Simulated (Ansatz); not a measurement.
Relaxation of CH4S2Si (8 atoms, charge 0, multiplicity 1), to a largest force component of 0.015 eV/Å in at most 40 steps.

Computed with RHF/cc-pVDZ in Ansatz.

```xyz
8
Properties=species:S:1:pos:R:3
Si -0.990 1.260 0.509
C 0.493 0.575 -0.162
S 1.294 -0.799 0.604
S 0.364 -2.473 -0.210
H -1.672 2.381 -0.119
H -1.640 0.744 1.701
H 0.995 0.943 -1.045
H 1.155 -2.630 -1.277
```

Q: Where does it end, and by what steps?

A: The run converged. After 10 steps the energy has fallen by 0.119 eV; H8 moved furthest, 0.38 Å.

```
step  energy less start (eV)  largest force component (eV/Å)  accepted
   0                  0.0000                           1.973       yes
   1                 -0.0793                           0.648       yes
   2                 -0.0858                           0.503       yes
   3                 -0.0986                           0.283       yes
   4                 -0.1126                           0.144       yes
   5                 -0.1160                           0.088       yes
   6                 -0.1176                           0.098       yes
   7                 -0.1178                           0.062       yes
   8                 -0.1185                           0.024       yes
   9                 -0.1187                           0.025       yes
  10                 -0.1187                           0.007       yes
```

```xyz
8
Properties=species:S:1:pos:R:3
Si -0.993 1.342 0.537
C 0.291 0.457 -0.163
S 1.059 -0.893 0.687
S 0.509 -2.590 -0.412
H -1.533 2.563 -0.091
H -1.596 0.981 1.831
H 0.727 0.742 -1.114
H 1.536 -2.602 -1.275
```

The run took 20 s on 1 CPU thread of a shared host.
